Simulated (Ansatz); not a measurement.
Which is lower?

Two relaxed structures of CH$_{5}$BZn, singlet (PBE0-D4/def2-TZVP; forces vanish, vibrations not checked).

A:

```csv
atom,x (Å),y (Å),z (Å)
B1,-1.1872,1.6831,-1.0233
Zn2,0.4043,0.6113,-0.2452
C3,1.1868,-0.7966,0.6526
H4,-1.6364,1.1861,-2.0076
H5,-1.8096,2.2537,-0.1839
H6,0.9888,-0.8741,1.7237
H7,1.1363,-1.7784,0.1772
H8,0.0269,2.0906,-1.1465
```

B:

B1  (-1.165, 1.573, -1.126)
Zn2  (-0.094, 0.129, -0.091)
C3  (0.913, -1.231, 0.882)
H4  (-1.809, 1.327, -2.110)
H5  (-1.194, 2.726, -0.793)
H6  (1.590, -0.778, 1.612)
H7  (1.515, -1.840, 0.202)
H8  (0.244, -1.905, 1.425)
(Å)

Computed with Ansatz 0.2.0 (basis: def2-TZVPP); correlated methods freeze the cores. The 3s and 3p shells of Cu and Zn are frozen; filled d shells are correlated. B3LYP uses VWN-RPA correlation.

Task: Which structure is lower at CCSD(T), and by how much? (To be estimated.)

Result: The calculation gives: B, by 48.79 kcal/mol (electronic energy, against the other). By their contacts, A is CH₅BZn ([CH2][Zn]1[H][BH2]1) and B is CH₅BZn ([BH2][Zn][CH3]).

All methods give the same order:

| method | E(B) − E(A) (kcal/mol) |
| --- | --- |
| PBE-D4 | -45.49 |
| r2SCAN-D4 | -49.10 |
| PBE0-D4 | -56.60 |
| B3LYP-D4 | -54.69 |
| wB97M-V | -65.38 |
| HF | -83.44 |
| MP2 | -55.83 |
| CCSD | -59.13 |
| CCSD(T) | -48.79 |

T1 diagnostic: at most 0.029. The T1 diagnostic is large here, which may signal multireference character or strong orbital relaxation, so CCSD(T) is less sure. The restricted Hartree–Fock reference is unstable towards an unrestricted one at one or more of these structures. The program raised a doubt about the electronic state. A large double-excitation amplitude points to some diradical character; no triplet was computed.

Labels in which every atom is bracketed show which atoms are joined, not bond orders.

For scale, one of the runs: CCSD(T)/def2-TZVPP, 196 basis functions, launched by `ansatz run in.yaml --threads 2 --pin off --events-out ev --progress --plain --max-ram 4352MiB`. Time: 56 s of wall clock on 2 CPU threads of an Intel Xeon Platinum 8259CL; the host was shared. Peak host memory: 2.2 GiB.
